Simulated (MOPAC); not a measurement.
Input file for MOPAC: PM6 on ZrB, 2S+1 = 6, a spin state set in the input, which need not be the lowest, a point of a bond scan (R = 2.275 Å).

```
PM6 1SCF PRECISE CHARGE=0 UHF MS=2.5 THREADS=1
BZr

Zr     0.00000000 1     0.00000000 1     0.00000000 1
B      0.00000000 1     0.00000000 1     2.27495400 1
```

Output:

```
*******************************************************************************
 **                                                                           **
 **                              MOPAC v23.2.5                                **
 **                                                                           **
 *******************************************************************************
 ** MOPAC's Digital Object Identifier: https://doi.org/10.5281/zenodo.6511958 **
 **                                                                           **
 ** Please cite the open-source release paper for use of this MOPAC version:  **
 ** J. E. Moussa and J. J. P. Stewart (2026)                                  **
 ** MOPAC: An open-source semiempirical molecular orbital program             **
 ** J. Open Source Softw., 11(119), 8025, https://doi.org/10.21105/joss.08025 **
 *******************************************************************************

                              PM6 CALCULATION RESULTS

 *******************************************************************************
 *  PM6        - The PM6 Hamiltonian to be used
 *  UHF        - UNRESTRICTED HARTREE-FOCK CALCULATION
 *
 *
 *
 *                 CHARGE ON SYSTEM = 0
 *
 *
 *
 *  MS=        - IN MECI, MAGNETIC COMPONENT OF SPIN =  2.5
 *  PRECISE    - TIGHTER CRITERIA TO BE USED
 *  1SCF       - DO 1 SCF AND THEN STOP
 *  THREADS=1  - MULTI-THREADING NOT USED
 *  T=         - A TIME OF 172800.0 SECONDS REQUESTED
 *  DUMP=N     - RESTART FILE WRITTEN EVERY 7200.0 SECONDS REQUESTED
 *******************************************************************************
PM6 1SCF PRECISE CHARGE=0 UHF MS=2.5 THREADS=1
 BZr

   ATOM   CHEMICAL          X               Y               Z
  NUMBER   SYMBOL      (ANGSTROMS)     (ANGSTROMS)     (ANGSTROMS)

     1      Zr          0.00000000  *   0.00000000  *   0.00000000  *
     2       B          0.00000000  *   0.00000000  *   2.27495400  *



          CARTESIAN COORDINATES

    NO.       ATOM           X           Y           Z

     1        Zr          0.0000      0.0000      0.0000
     2         B          0.0000      0.0000      2.2750

 General Reference for PM6:
 "Optimization of Parameters for Semiempirical Methods V: Modification of NDDO Approximations
 and Application to 70 Elements", J. J. P. Stewart, J. Mol. Mod., 13, 1173-1213 (2007)
 URL: https://link.springer.com/article/10.1007/s00894-007-0233-4

           Empirical Formula: Zr B  =     2 atoms



      MOLECULAR POINT GROUP   :   C*v


          UHF CALCULATION, NO. OF ALPHA ELECTRONS =    6
                           NO. OF BETA  ELECTRONS =    1

 -------------------------------------------------------------------------------
 PM6 1SCF PRECISE CHARGE=0 UHF MS=2.5 THREADS=1
 BZr



     1SCF WAS SPECIFIED, SO BFGS WAS NOT USED
     SCF FIELD WAS ACHIEVED


                              PM6 CALCULATION
                                                       MOPAC v23.2.5 Linux




          FINAL HEAT OF FORMATION =        261.98095 KCAL/MOL =    1096.12831 KJ/MOL


          COSMO AREA              =        145.13 SQUARE ANGSTROMS
          COSMO VOLUME            =        161.89 CUBIC ANGSTROMS

          IONIZATION POTENTIAL    =          5.727471 EV
          ALPHA SOMO LUMO (EV)    =         -5.727 -0.136
          BETA  SOMO LUMO (EV)    =         -9.716 -0.310
          NO. OF ALPHA ELECTRONS  =          6
          NO. OF BETA  ELECTRONS  =          1
          MOLECULAR WEIGHT        =        102.0300         POINT GROUP:  C*v

          MOLECULAR DIMENSIONS (Angstroms)

            Atom       Atom       Distance
            B     2   Zr     1     2.27495
            B     2   Zr     1     0.00000
           Zr     1    B     2     0.00000


          SCF CALCULATIONS        =          1





   ATOM   CHEMICAL          X               Y               Z
  NUMBER   SYMBOL      (ANGSTROMS)     (ANGSTROMS)     (ANGSTROMS)

     1      Zr          0.00000000  *   0.00000000  *   0.00000000  *
     2       B          0.00000000  *   0.00000000  *   2.27495400  *

                             CARTESIAN COORDINATES

   1   Zr        0.000000000     0.000000000     0.000000000
   2    B        0.000000000     0.000000000     2.274954000


           Empirical Formula: Zr B  =     2 atoms



      MOLECULAR POINT GROUP   :   C*v


          ALPHA EIGENVALUES
 -11.63665  -7.16493  -5.88224  -5.88171  -5.88171  -5.72747  -0.13615  -0.13615
   0.04706   0.69599   2.31289   2.31289   4.30020


           BETA EIGENVALUES
  -9.71587  -0.31012   1.30959   1.30959   1.62254   1.75148   1.75148   1.80530
   2.01475   2.40139   3.87323   3.87323   5.24018


              NET ATOMIC CHARGES AND DIPOLE CONTRIBUTIONS

  ATOM NO.   TYPE          CHARGE      No. of ELECS.   s-Pop       p-Pop       d-Pop
    1         Zr          -0.015337        4.0153     1.00648     0.40822     2.60064
    2          B           0.015337        2.9847     1.75840     1.22626
 DIPOLE           X         Y         Z       TOTAL
 POINT-CHG.     0.000     0.000     0.168     0.168
 HYBRID         0.000    -0.000    -4.702     4.702
 SUM            0.000    -0.000    -4.535     4.535


          ATOMIC ORBITAL ELECTRON POPULATIONS

     Atom    s        px        py        pz      x^2-y^2     xz        z^2       yz        xy
    1 Zr   1.00648   0.04211   0.04211   0.32400   1.00000   0.65713   0.28638   0.65713   0.00000
    2  B   1.75840   0.30076   0.30076   0.62474


                    (SZ)    =    2.500000
                    (S**2)  =    8.755235


          ATOMIC ORBITAL SPIN POPULATIONS

    Atom   Total    s     px     py     pz   x^2-y^2  xz     z^2    yz     xy
         Atomic
    1 Zr  3.7294  0.993  0.042  0.042  0.150  1.000  0.657  0.187  0.657  0.000
    2  B  1.2706  0.070  0.301  0.301  0.599

 **********************
 *                    *
 * JOB ENDED NORMALLY *
 *                    *
 **********************




 == MOPAC DONE ==
```

The run finished.

Cost: around 0.03 core-seconds (rough).
